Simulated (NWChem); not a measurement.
CH$_{3}$FGeO, singlet; SMILES C[O][Ge][F]

```xyz
7

Ge     0.3559     0.6990     0.0000
F     -1.4352     0.6718     0.0000
O      0.6531    -1.0749     0.0000
C     -0.3262    -2.1042     0.0000
H     -0.1895    -2.7454    -0.8977
H     -0.1895    -2.7454     0.8977
H     -1.3599    -1.6984     0.0000
```
Atoms are numbered in this order, from 1.

All runs: NWChem. Pople sets run with spherical d functions. Low-valent species are run as closed-shell singlets; no triplet was tried in these runs. Geometry: optimised at PBE-D3(BJ)/def2-SVP. Level r2SCAN/6-31G*: energy and gradient on several grids; changes count from the extra-fine grid, which is no exact limit either.

```
grid     size of the energy change (μHa)  largest change of a gradient component (μHa/bohr)
-------  -------------------------------  -------------------------------------------------
xcoarse                             4000                                               3000
coarse                               400                                                800
medium                                40                                                300
fine                                  10                                               < 30
xfine                               < 10                                               < 30
```
